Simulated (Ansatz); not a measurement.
Start from `O[Si](O)(Cl)[SiH](F)Cl` and change one atom or group to get `O[Si](O)(Cl)[SiH2]Cl`.

Ansatz, PBE0-D4/def2-TZVP geometries, multiplicity 1. Each molecule was computed in one conformer, which needn't be the lowest.

| property | `O[Si](O)(Cl)[SiH](F)Cl` |
| --- | --- |
| LUMO energy (B3LYP/def2-TZVPP) / eV | -0.85 |
| HOMO energy (PBE/def2-TZVPP) / eV | -7.02 |
| size of the dipole moment (B3LYP/def2-TZVPP) / D | 2.36 |
| HOMO–LUMO gap (PBE/def2-TZVPP) / eV | 5.48 |
| LUMO energy (PBE0/def2-TZVPP) / eV | -0.68 |
| HOMO–LUMO gap (PBE0/def2-TZVPP) / eV | 7.63 |

Question: What does the change do to each property? (Estimate.)

Answer: Computed: 
```tsv
property	`O[Si](O)(Cl)[SiH2]Cl`	shift
LUMO energy (B3LYP/def2-TZVPP) / eV	-0.87	-0.02
HOMO energy (PBE/def2-TZVPP) / eV	-6.95	0.07
size of the dipole moment (B3LYP/def2-TZVPP) / D	1.38	-0.98
HOMO–LUMO gap (PBE/def2-TZVPP) / eV	5.38	-0.10
LUMO energy (PBE0/def2-TZVPP) / eV	-0.71	-0.03
HOMO–LUMO gap (PBE0/def2-TZVPP) / eV	7.49	-0.14
```

Dipoles are sizes alone; their direction can turn.

B3LYP here is the variant with VWN-RPA as its local correlation; programs differ in this.
